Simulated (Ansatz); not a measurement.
Molecule: sum formula GaHCl$_{2}$ (charge 0, singlet). 
Geometry from a B3LYP-D3(BJ)/def2-TZVP (Ansatz, a first-principles code) optimisation:
SMILES: [Cl][GaH][Cl]
```xyz
4

Cl    -0.6866     1.7723     0.0136
Ga    -0.4421    -0.3575    -0.0109
Cl     1.5894    -1.0423     0.0087
H     -1.6438    -1.3292    -0.0407
```

Basis-set convergence of Hartree-Fock and MP2 correlation energies (hartree) with Ansatz. Cores are frozen in the correlated levels unless marked. Spin-orbit coupling is left out. The frozen core is the preceding noble-gas configuration, with the filled d and f shells of earlier blocks. Non-relativistic.

```tsv
basis	functions	E(HF)	E(corr, MP2)
def2-SVPD	100	-2842.42405	-0.35123
def2-TZVPPD	173	-2842.97594	-0.45151
def2-QZVPPD	286	-2843.04037	-0.49372
```

Extrapolating the two largest sets (X = 3 and 4) as X^-3: E(corr) = (64·(-0.49372) - 27·(-0.45151))/37 = -0.5245 Eh, an estimate of the basis-set limit. The largest set recovers 94.1 % of it, the smallest 67.0 %.
